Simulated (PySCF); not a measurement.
# Excited states of 2-acetylpyridine, C₇H₇NO

Level of theory: TDDFT CAM-B3LYP/aug-cc-pVDZ excited states, vertical, gas phase (PySCF). Geometry: PBE0-D3(BJ)/def2-SVP.

Input:
```
{"job": {"kind": "states", "xc": "CAM-B3LYP", "basis": "aug-cc-pVDZ", "tpa": true, "nstates": 8, "nquad": 6, "ntriplets": 0}, "charge": 0, "multiplicity": 1}
C     -2.554079     0.866155     0.346511
C     -1.740694    -0.334540    -0.039816
O     -2.233164    -1.408104    -0.305443
C     -0.245587    -0.158995    -0.088969
C      0.552777    -1.249447    -0.446664
C      1.930918    -1.071949    -0.487666
C      2.451994     0.181112    -0.171115
C      1.566730     1.204374     0.173449
N      0.249288     1.042305     0.214590
H     -3.617712     0.600786     0.340852
H     -2.248075     1.227128     1.339564
H     -2.356105     1.696865    -0.346884
H      0.068674    -2.199002    -0.680476
H      2.591884    -1.897570    -0.762305
H      3.527666     0.368293    -0.189368
H      1.946364     2.200565     0.427448
```
Coordinates are in Å.

Command: `OMP_NUM_THREADS=1 python excited_run.py task.json out`

Q: What does the run print?

A: H and L stand for HOMO and LUMO.
```
coarse grid: 14096 points
cycle   1  E = -400.5972285726  dE =  1.841e+00  |g| = 8.275e-01  |ddm| = 2.708e+01
cycle   2  E = -400.3670854584  dE =  2.301e-01  |g| = 1.421e+00  |ddm| = 6.450e+00
cycle   3  E = -400.7451015871  dE = -3.780e-01  |g| = 1.018e-01  |ddm| = 3.803e+00
cycle   4  E = -400.7466021898  dE = -1.501e-03  |g| = 7.145e-02  |ddm| = 6.210e-01
cycle   5  E = -400.7476905370  dE = -1.088e-03  |g| = 1.886e-02  |ddm| = 2.032e-01
cycle   6  E = -400.7477691174  dE = -7.858e-05  |g| = 5.190e-03  |ddm| = 9.009e-02
cycle   7  E = -400.7477769752  dE = -7.858e-06  |g| = 1.645e-03  |ddm| = 2.731e-02
final grid: 138264 points
cycle   8  E = -400.7745368460  dE = -2.046e-05  |g| = 3.675e-03  |ddm| = 4.114e-01
cycle   9  E = -400.7745368731  dE = -2.705e-08  |g| = 3.941e-03  |ddm| = 5.044e-02
cycle  10  E = -400.7745405333  dE = -3.660e-06  |g| = 6.934e-04  |ddm| = 1.890e-02
cycle  11  E = -400.7745406234  dE = -9.012e-08  |g| = 2.105e-04  |ddm| = 2.346e-03
cycle  12  E = -400.7745406326  dE = -9.238e-09  |g| = 9.880e-05  |ddm| = 1.460e-03
cycle  13  E = -400.7745406354  dE = -2.757e-09  |g| = 2.556e-05  |ddm| = 4.946e-04
cycle  14  E = -400.7745406356  dE = -2.655e-10  |g| = 1.395e-05  |ddm| = 1.383e-04
converged SCF energy = -400.7745406356

Singlet excitations
state   eV       nm        f     d(h-e)  d(exc)  Lambda  PR(NTO)  |dmu|/D   mu/D   delta(TPA)   sigma/GM   main configurations
  1   3.7656   329.3   0.00000   0.842   2.679   0.511   1.035    2.403    0.903        0.05      0.000   H->L 0.87
  2   4.8056   258.0   0.00169   0.807   2.723   0.466   1.192    1.735    4.233        0.13      0.001   H-2->L 0.80
  3   5.2262   237.2   0.12966   0.421   2.818   0.699   1.517    1.360    4.524       35.93      0.360   H-1->L 0.67, H-1->L+1 0.12, H-3->L 0.11
  4   5.2655   235.5   0.00092   1.168   2.924   0.365   1.103    3.049    2.379        0.39      0.004   H->L+1 0.56, H-2->L+1 0.30, H-2->L 0.09
  5   5.7653   215.1   0.09643   0.589   2.940   0.672   1.607    1.752    4.947      132.83      1.618   H-1->L+1 0.41, H-3->L 0.31, H-1->L 0.25
  6   6.3532   195.2   0.00057   2.631   3.760   0.384   1.068    7.745    4.744        0.18      0.003   H-2->L+1 0.59, H->L+1 0.33
  7   6.6340   186.9   0.02851   0.448   4.133   0.196   1.313                                            H->L+2 0.40, H->L+3 0.25, H->L+4 0.10
  8   6.7636   183.3   0.28666   0.561   3.290   0.583   2.797                                            H-3->L 0.49, H-1->L+1 0.35
```

It took 110 s wall time on 1 thread of an Arm Neoverse V1, shared host, peak memory 1.1 GiB.
